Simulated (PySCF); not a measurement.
Telling isomers of C₆H₈ClFO apart by NMR

Computational details: shieldings: GIAO PBE0/pcSseg-1, GFN2-xTB structure, in PySCF (fast rotation and ring inversion assumed for equivalent nuclei, no relativistic terms, one conformer, isolated molecule).

Referencing at the same level of theory: 1H, 13C vs TMS. Splittings of carbon signals by F and P are missing where no couplings were computed. Where no couplings were computed, multiplicities follow the n + 1 count of equivalent neighbours, and m marks all less simple cases (inequivalent or close neighbours, rings, F or P nearby). Shifts are as computed. Against solution values, carbons near 30 ppm lie about +3 ppm off and those near 130 ppm about +5 ppm; carbons on Cl a further +6 ppm. Of 1211 compounds with measured shifts, 218 miss one by over three times the rms of a fit or turn the order of signals round; such compounds aren't used in these exercises. Carbons bonded to Cl come out too deshielded.

(1) Tabulate the signals of `F[C@@]12CC[C@@H](O1)[C@@H](Cl)C2`, `C=C[C@@H](Cl)[C@@](C)(F)C=O`, `CC(C)/C(F)=C\C(=O)Cl` and their relative energies.

(2) What is the quickest way to tell F[C@@]12CC[C@@H](O1)[C@@H](Cl)C2 from C=C[C@@H](Cl)[C@@](C)(F)C=O?

(3) What is the quickest way to tell F[C@@]12CC[C@@H](O1)[C@@H](Cl)C2 from CC(C)/C(F)=C\C(=O)Cl?

(4) What is the quickest way to tell C=C[C@@H](Cl)[C@@](C)(F)C=O from CC(C)/C(F)=C\C(=O)Cl?

## Answers

(1) 
| SMILES | carbon types | δC | δH | E rel. (kcal/mol) |
| --- | --- | --- | --- | --- |
| F[C@@]12CC[C@@H](O1)[C@@H](Cl)C2 | 1×C 2×CH 3×CH2 | 124.6, 82.1, 64.8, 50.0, 34.3, 30.3 | 4.24 (m, 1H), 3.74 (m, 1H), 2.38 (m, 1H), 2.24 (m, 1H), 2.08 (m, 1H), 1.87 (m, 1H), 1.58 (m, 1H), 1.30 (m, 1H) | 0.0 |
| C=C[C@@H](Cl)[C@@](C)(F)C=O | 1×C 3×CH 1×CH2 1×CH3 | 214.3, 142.8, 127.8, 103.7, 74.2, 23.5 | 10.19 (m, 1H), 6.31 (m, 1H), 5.56 (m, 1H), 5.48 (m, 1H), 4.38 (m, 1H), 1.65 (m, 3H) | 24.4 |
| CC(C)/C(F)=C\C(=O)Cl | 2×C 2×CH 2×CH3 | 199.1, 174.9, 111.7, 34.5, 20.8 | 5.99 (m, 1H), 3.87 (m, 1H), 1.22 (d, 6H) | 3.7 |

Energies are electronic energies at PBE0/pcSseg-1 on these geometries, without zero-point or thermal terms, each for the one conformer computed, which needn't be the lowest.

(2) Both give the same number of carbon signals, but DEPT or the intensities differ. The first has an sp3 CH2 in a ring at 50.0 ppm, the second an aldehyde carbonyl carbon (CH) at 214.3 ppm. Their most deshielded carbons lie at 124.6 and 214.3 ppm. In the proton spectra the most deshielded non-exchanging signals are 4.24 (m, 1H) and 10.19 (m, 1H).

(3) Count the carbon signals: 6 against 5. The first has an sp3 CH2 in a ring at 50.0 ppm, the second a β carbon of a C=C–C=O unit (C) at 199.1 ppm. Their most deshielded carbons lie at 124.6 and 199.1 ppm. In the proton spectra the most deshielded non-exchanging signals are 4.24 (m, 1H) and 5.99 (m, 1H).

(4) Count the carbon signals: 6 against 5. The first has an aldehyde carbonyl carbon (CH) at 214.3 ppm, the second a β carbon of a C=C–C=O unit (C) at 199.1 ppm. In the proton spectra the most deshielded non-exchanging signals are 10.19 (m, 1H) and 5.99 (m, 1H).
